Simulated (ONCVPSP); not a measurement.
# molybdenum (Mo) ONCV: all-electron and pseudo phase curves

- Element: molybdenum (Mo)
- Generator: ONCVPSP 4.0.1
- Type: optimised norm-conserving Vanderbilt (ONCV)
- Functional: PW91
- Relativity: scalar-relativistic
- Frozen core: [Ar] 3d10
- Valence charge: 14
- Reference configuration: 4s2 4p6 4d5 (charge +1)
- Partial waves: 4s: rc 1.15 bohr, ncon 4, nbas 9, qcut 5.1 1/bohr, 2 projectors, debl 1.4 Ha; 4p: rc 1.60 bohr, ncon 3, nbas 8, qcut 8.1 1/bohr, 2 projectors, debl 3.5 Ha; 4d: rc 1.90 bohr, ncon 4, nbas 9, qcut 6.6 1/bohr, 2 projectors, debl 3.6 Ha; f scattering state at 0.02 Ha: rc 1.85 bohr, ncon 4, nbas 7, qcut 6.2 1/bohr, 2 projectors, debl 3.8 Ha
- Local potential: polynomial inside 1.05 bohr (lpopt 3, dvloc0 1 Ha)
- Core correction: Teter function, fcfact 5, rcfact 1

In the s channel the program set the typed energies aside and used -2.616, 0.250 Ha.

The phase is arctan(r·R′/R) of the radial function R(r), unwrapped; energies in Ha, scanned from -4 to 5 Ha. A pole is an energy at which the radial function vanishes at the test radius. The pseudo phase is shifted by a multiple of π to meet the all-electron one at the reference energy, and phase errors are pseudo minus all-electron; the curves can meet again beyond the range given. Levels narrower than the energy grid can be missing from the lists of poles.

```csv
channel,radius (bohr),reference energy (Ha),"poles, all-electron","poles, pseudo",unbroken range about the reference energy with phases within 0.05 rad,phase error 1 Ha above the reference energy (rad)
s,1.17,-2.62,1.88,1.88,the whole range,-0.000
p,1.62,-1.67,-0.59,-0.59,the whole range,-0.000
d,1.93,-0.38,0.54,0.54,the whole range,+0.000
f,1.88,0.02,2.49,2.49,the whole range,-0.000
```

Phases in the d channel:

| E (Ha) | all-electron | pseudo |
| --- | --- | --- |
| -3.98 | 1.324 | 1.324 |
| -3.74 | 1.312 | 1.312 |
| -3.50 | 1.298 | 1.298 |
| -3.26 | 1.283 | 1.283 |
| -3.02 | 1.264 | 1.264 |
| -2.78 | 1.241 | 1.241 |
| -2.54 | 1.214 | 1.214 |
| -2.30 | 1.178 | 1.178 |
| -2.06 | 1.131 | 1.131 |
| -1.82 | 1.065 | 1.065 |
| -1.58 | 0.968 | 0.968 |
| -1.34 | 0.808 | 0.808 |
| -1.10 | 0.516 | 0.516 |
| -0.86 | -0.016 | -0.016 |
| -0.62 | -0.655 | -0.655 |
| -0.38 | -1.067 | -1.067 |
| -0.14 | -1.290 | -1.290 |
| 0.10 | -1.422 | -1.422 |
| 0.34 | -1.512 | -1.512 |
| 0.58 | -1.581 | -1.581 |
| 0.82 | -1.640 | -1.640 |
| 1.06 | -1.695 | -1.695 |
| 1.30 | -1.752 | -1.752 |
| 1.54 | -1.817 | -1.816 |
| 1.78 | -1.898 | -1.897 |
| 2.02 | -2.010 | -2.010 |
| 2.26 | -2.184 | -2.184 |
| 2.50 | -2.485 | -2.484 |
| 2.74 | -2.995 | -2.994 |
| 2.98 | -3.582 | -3.582 |
| 3.22 | -3.978 | -3.978 |
| 3.46 | -4.199 | -4.199 |
| 3.70 | -4.331 | -4.330 |
| 3.94 | -4.417 | -4.416 |
| 4.18 | -4.477 | -4.476 |
| 4.42 | -4.522 | -4.521 |
| 4.66 | -4.557 | -4.557 |
| 4.90 | -4.586 | -4.585 |
